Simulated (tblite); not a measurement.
Compound: C₇H₁₄O₂.
Atom-mapped SMILES: `[CH3:1][CH:2]([CH3:3])[C@@H:4]([CH3:5])[CH2:6][O:7][CH:8]=[O:9]` (hydrogens: H10, H11, H12 on C1; H13 on C2; H14, H15, H16 on C3; H17 on C4; H18, H19, H20 on C5; H21, H22 on C6; H23 on C8)

Structure used (GFN2-xTB), in Å, numbered top down from 1:
```
atom  x, y, z in Å
C1    -1.4039    1.3309   -0.2315
C2    -0.7907   -0.0589   -0.4117
C3    -1.9165   -1.0717   -0.6238
C4     0.0905   -0.4495    0.7916
C5     0.6333   -1.8753    0.6838
C6     1.2729    0.5131    0.9737
O7     2.1533    0.4729   -0.1558
C8     2.2279    1.5389   -0.9227
O9     1.6567    2.5810   -0.7825
H10   -1.9416    1.3888    0.7129
H11   -0.6508    2.1129   -0.2575
H12   -2.1074    1.5299   -1.0367
H13   -0.1635   -0.0508   -1.3104
H14   -2.5866   -0.7207   -1.4053
H15   -1.5315   -2.0406   -0.9271
H16   -2.4945   -1.1927    0.2900
H17   -0.5160   -0.3705    1.7012
H18   -0.1689   -2.6053    0.7239
H19    1.3137   -2.0778    1.5083
H20    1.1798   -2.0002   -0.2476
H21    1.8720    0.2022    1.8344
H22    0.9344    1.5412    1.1225
H23    2.9325    1.3292   -1.7469
```

Computed with GFN2-xTB (tblite): harmonic, unscaled wavenumbers at the GFN2-xTB geometry, gas phase. Errors from tens to a few hundred cm⁻¹ against measured bands are possible. One conformer, not necessarily the lowest.

Harmonic wavenumbers (cm⁻¹): 42.4, 73.9, 88.8, 174.6, 189.3, 197.7, 231.8, 242.2, 316.3, 340.0, 389.5, 413.2, 420.7, 456.4, 618.6, 729.9, 806.8, 911.5, 934.5, 945.0, 952.4, 967.1, 987.3, 988.8, 1004.5, 1103.3, 1128.0, 1144.6, 1173.4, 1175.9, 1198.9, 1243.8, 1269.4, 1296.7, 1323.3, 1324.6, 1355.2, 1362.3, 1409.4, 1413.4, 1426.8, 1445.7, 1491.4, 1496.2, 1498.8, 1505.9, 1515.0, 1528.1, 1785.2, 2818.9, 2924.3, 2931.1, 2954.2, 2974.7, 3025.6, 3030.4, 3031.3, 3032.9, 3040.1, 3046.5, 3054.6, 3062.7, 3063.3.

A = 2231, B = 1194, C = 907.7 MHz; mass 130.099 u (most abundant isotopes); point group C1, symmetry number 1.

Task: Zero-point energy?

Result: ½Σν̃ = 44015 cm⁻¹ = 125.84 kcal/mol.

Task: What is S at 298.15 K and 1 bar for an ideal gas of classical rigid rotors and harmonic oscillators?

Result: Translation 40.53, rotation 29.28, vibration 31.83: S = 101.6 cal/(mol K).

Task: And Cp and H(298.15 K) − H(0)?

Result: Cp = 41.02 cal/(mol K), of which vibrations give 33.07 (their classical limit is 63 R = 125.2); H(298.15 K) − H(0) = 7.40 kcal/mol without the zero-point energy, 5.03 from vibrations.

Task: How do the functions run with temperature in this model?

Result: 
```tsv
T (K)	S (cal/(mol K))	Cp (cal/(mol K))	H − H(0) (kcal/mol)	G − H(0) (kcal/mol)	ln q(vib)
150	79.5	25.6	2.49	-9.43	3.26
250	94.9	35.7	5.55	-18.17	6.16
400	115.3	52.6	12.17	-33.96	10.42
600	140.5	72.1	24.74	-59.58	16.04
900	173.8	91.8	49.55	-106.86	24.20
```

q(vib) and H(0) count from the zero-point level.

Task: What must be added to the electronic energy to get the Gibbs energy at 298.15 K and 1 bar?

Result: ZPE + [H(298.15 K) − H(0)] − T·S = 125.84 + 7.40 − 30.30 = 102.94 kcal/mol.

Task: Blend soft modes into free rotors: weight 1/[1 + (100 cm⁻¹/ν̃)⁴] for the oscillator and the rest for a rotor with moment μB/(μ + B), μ = h/(8π²ν), B = 10⁻⁴⁴ kg m². What vibrational entropy results?

Result: 29.33 cal/(mol K) in place of 31.83, which changes −T·S at 298.15 K by +0.75 kcal/mol.

Task: Which modes carry the vibrational entropy at 298.15 K?

Result: 42.4 cm⁻¹: 5.14; 73.9 cm⁻¹: 4.05; 88.8 cm⁻¹: 3.69; 174.6 cm⁻¹: 2.39; 189.3 cm⁻¹: 2.23; 197.7 cm⁻¹: 2.15 cal/(mol K); the other 57 give 12.18 together.

Hindered rotation and anharmonicity are outside this model. Other conformers, if any are populated, would add a mixing term that is left out. The structure is chiral; the term R ln 2 for an equal mix with its mirror image is left out.
